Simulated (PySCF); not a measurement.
# A small calculation by hand: oscillator strength and radiative lifetime

Al(Br)(OH)2 (AlBrH2O2), SMILES [Br][Al]([OH])[OH].

Geometry: r2SCAN-D4/def2-SVP. Other conformers were not sampled.

TDA-PBE0/def2-SVPD run with PySCF puts the first singlet state with f over 0.02 at 6.35 eV (vertical), with the transition dipole (0.000, -0.546, 0.000) in atomic units.

Find the oscillator strength, the wavelength and the radiative lifetime that this transition would have in vacuum if emission retraced absorption.


|μ|² = 0.2981 au, so |μ| = 1.39 D. ΔE = 6.35/27.211 = 0.2334 hartree. f = (2/3) ΔE |μ|² = 0.046 (the program prints 0.046).
λ = 1239.84/6.35 = 195 nm; ν = 51216 cm⁻¹.
Einstein's coefficient A = 0.6670 ν² f s⁻¹ (ν in cm⁻¹) = 8.1e7 s⁻¹, so τ = 1/A = 12 ns. This state is S1. The figure is the radiative limit of this one transition; relaxation, internal conversion, crossing to triplets and a medium change what is measured.
